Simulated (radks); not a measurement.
Ce25+, configuration [Ar] 3d10 4s2 4p3.

Calculated with a radial shooting solver on a logarithmic mesh with Libxc functionals: scalar-relativistic Kohn-Sham, PBEsol, spin-polarised, spherical densities, point nucleus; open shells are filled with parallel spins first (spin-orbit coupling, left out, can overturn this in heavy ions).

Energy parts (hartree):
total: -8562.1611
kinetic: 9092.2249
electron-nucleus: -19762.4595
Hartree: 2286.2088
exchange-correlation: -178.1352

Orbitals (lengths in bohr, moments of r in powers of bohr; r(90%) holds 90 % of the orbital's charge):
1s up: occ. 1; eigenvalue (hartree) -1508.570; <r^2> 0.0008212; r(90%) 0.0443; <1/r> 63.33; <r^4> 1.777e-06
1s down: occ. 1; eigenvalue (hartree) -1508.502; <r^2> 0.0008212; r(90%) 0.0443; <1/r> 63.33; <r^4> 1.777e-06
2s up: occ. 1; eigenvalue (hartree) -265.7121; <r^2> 0.01303; r(90%) 0.162; <1/r> 14.62; <r^4> 0.0002913
2s down: occ. 1; eigenvalue (hartree) -265.6726; <r^2> 0.01303; r(90%) 0.162; <1/r> 14.62; <r^4> 0.0002912
2p up: occ. 3; eigenvalue (hartree) -241.1172; <r^2> 0.01038; r(90%) 0.150; <1/r> 13.84; <r^4> 0.0002128
2p down: occ. 3; eigenvalue (hartree) -241.0573; <r^2> 0.01038; r(90%) 0.150; <1/r> 13.84; <r^4> 0.0002128
3s up: occ. 1; eigenvalue (hartree) -78.31032; <r^2> 0.08672; r(90%) 0.404; <1/r> 5.366; <r^4> 0.01130
3s down: occ. 1; eigenvalue (hartree) -78.24337; <r^2> 0.08659; r(90%) 0.403; <1/r> 5.367; <r^4> 0.01124
3p up: occ. 3; eigenvalue (hartree) -70.47662; <r^2> 0.08615; r(90%) 0.408; <1/r> 5.091; <r^4> 0.01161
3p down: occ. 3; eigenvalue (hartree) -70.40114; <r^2> 0.08598; r(90%) 0.407; <1/r> 5.093; <r^4> 0.01154
3d up: occ. 5; eigenvalue (hartree) -59.53013; <r^2> 0.07240; r(90%) 0.387; <1/r> 4.841; <r^4> 0.009249
3d down: occ. 5; eigenvalue (hartree) -59.45797; <r^2> 0.07220; r(90%) 0.386; <1/r> 4.844; <r^4> 0.009176
4s up: occ. 1; eigenvalue (hartree) -34.36428; <r^2> 0.3722; r(90%) 0.814; <1/r> 2.492; <r^4> 0.1922
4s down: occ. 1; eigenvalue (hartree) -33.97936; <r^2> 0.3724; r(90%) 0.815; <1/r> 2.495; <r^4> 0.1931
4p up: occ. 3; eigenvalue (hartree) -31.50175; <r^2> 0.3947; r(90%) 0.843; <1/r> 2.365; <r^4> 0.2192
4p down: occ. 0; eigenvalue (hartree) -31.11923; <r^2> 0.3956; r(90%) 0.845; <1/r> 2.366; <r^4> 0.2209

The highest occupied level is 4p up at -857.21 eV. Summed over all electrons, <r^2> = 3.431 bohr^2, which gives a Langevin (diamagnetic) susceptibility term of -2.72 x 10^-6 cm^3/mol. The density falls to 0.001 e/bohr^3 at r = 1.38 bohr. For comparison, the ionisation energy in NIST's Atomic Spectra Database is 862 eV (theoretical). In exact Kohn-Sham theory the highest level is minus the ionisation energy, but local and semilocal functionals leave it too shallow, through self-interaction and a potential that decays too fast; potentials with the right tail come closer. Spin moment in Bohr magnetons: 3.
